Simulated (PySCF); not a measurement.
Fill in the blanks.

Species: C4H3O4S (charge -1).
Geometry (PBE0-D3(BJ)/def2-SVP, Å), atoms numbered from 1 in this order:
```xyz
12
C4H3O4S angstrom
O      1.9786   -1.6561    1.0001
S      2.0048   -0.4476    0.1537
O      2.6448    0.7303    0.7728
O      2.3859   -0.6998   -1.2493
C      0.2760    0.0290    0.0432
C     -0.8059   -0.7358   -0.4997
C     -1.9209    0.0317   -0.3503
O     -1.6151    1.2097    0.2417
C     -0.2763    1.1942    0.4748
H     -0.7283   -1.7269   -0.9403
H     -2.9683   -0.1128   -0.6066
H      0.1613    2.0673    0.9494
```

```json
{"property": "point group", "level": "PBE0-D3(BJ)/def2-SVP", "value": "?"}
{"property": "rotational constants A, B, C", "level": "PBE0-D3(BJ)/def2-SVP", "value": "?"}
{"property": "HOMO energy", "level": "KT3/pcSseg-1", "value": "?"}
{"property": "LUMO energy", "level": "KT3/pcSseg-1", "value": "?"}
{"property": "13C chemical shifts (computed TMS as zero) by class", "level": "GIAO KT3/pcSseg-1", "value": "136.7 (C5), 130.7 (C9), 127.8 (C7), 106.8 (C6) ppm"}
{"property": "1H chemical shifts (computed TMS as zero) by class", "level": "GIAO KT3/pcSseg-1", "value": "?"}
{"property": "isotropic shieldings of nuclei other than C and H, by class", "level": "GIAO KT3/pcSseg-1", "value": "?"}
```

Gas-phase values; electronic properties from PySCF, density fitting. Isolated species at its PBE0-D3(BJ)/def2-SVP geometry, gas phase. The geometry's basis has no diffuse functions, a weakness for an anion. NMR classes are plain means over equivalent atoms (diastereotopic ones count apart unless rotation or inversion swaps them), as if these changed places fast; in this geometry the members of some classes differ. No diffuse functions stand in pcSseg-1, which bears on an anion's orbital energies.

Q: The 1H chemical shifts (computed TMS as zero) by class?

A: 7.04 (H12), 6.65 (H11), 6.29 (H10) ppm.

Q: The isotropic shieldings of nuclei other than C and H, by class?

A: 64 (O8), 79 (O1/O3/O4), 227 (S2) ppm.

Q: The point group?

A: Cs.

Q: The LUMO energy?

A: 2.92 eV.

Q: What are the rotational constants A, B, C?

A: 3.321, 1.037, 0.933 GHz.

Q: Give the HOMO energy.

A: -0.64 eV.

The rotational constants make it an asymmetric top with κ = (2B − A − C)/(A − C) = -0.91, nearer the prolate limit (−1). With B = h/(8π²I), that is 505.379 GHz u Å² over I, the principal moments of inertia are 152.2, 487.6 and 541.5 u Å² (most abundant isotopes).
